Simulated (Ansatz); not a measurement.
**Isomers**

Structures of CH2SiTe, closed shell, relaxed at PBE0-D4/def2-TZVP (vibrations not checked; lower isomers may exist, and structures with a doubtful reference or unclear bonds are left out). Ansatz 0.2.0; basis: def2-TZVPP; cores frozen in the correlated methods. Filled d shells of the heavier atoms are correlated. Core potentials replace the inner electrons of the atoms past krypton. The def2 sets are not built for correlating such inner shells, so the correlated values are less sure here. B3LYP uses VWN-RPA correlation.

(1) Rank them by CCSD(T) energy, lowest first, and give each one's height above the lowest. Links in brackets join atoms within 1.22 times the sum of their covalent radii (1.1 for two metals). (Judge from chemistry; the value comes from the calculation.)
A.
CH₂SiTe ([CH2]1[Si][Te]1)
```
5
angstrom
C -0.5333 -0.7381 -0.3558
Si 0.5465 0.7284 0.1291
Te 0.7634 -1.4008 1.2815
H -1.5842 -0.7565 -0.0788
H -0.3365 -1.2785 -1.2782
```
B.
CH₂SiTe ([CH]1[Si][TeH]1)
```
5
angstrom
Si -0.6954 -0.4270 -0.9577
C -0.6068 -0.2150 0.7390
Te 1.1450 0.9361 0.4043
H -0.9574 -0.3422 1.7522
H 2.3232 -0.2481 0.5775
```
C.
CH₂SiTe ([Si][C][TeH2])
```
5
angstrom
Si -1.5295 -0.9971 -0.3173
C -0.2514 -0.1957 0.3495
Te 1.0684 1.1399 0.8689
H 1.2369 0.9297 2.5429
H 2.5542 0.3363 0.7226
```

(2) Do PBE-D4, r2SCAN-D4, PBE0-D4, B3LYP-D4, wB97M-V, HF, MP2 give the same order? (A judgement: the text doesn't fix the answer.)

The T1 diagnostic stays at or below 0.018.

For scale, one of the runs: CCSD(T)/def2-TZVPP, 151 basis functions, launched by `ansatz run in.yaml --threads 2 --pin off --events-out ev --progress --plain --max-ram 4352MiB`. Time: 32 s of wall clock on 2 CPU threads of an Arm Neoverse V1; the host was shared. Peak host memory: 1.1 GiB.

Results:

(1) By the calculation: A (0.00 kcal/mol), B (29.01 kcal/mol), C (85.00 kcal/mol). Heights count from the lowest.

(2) By the calculation: All do.
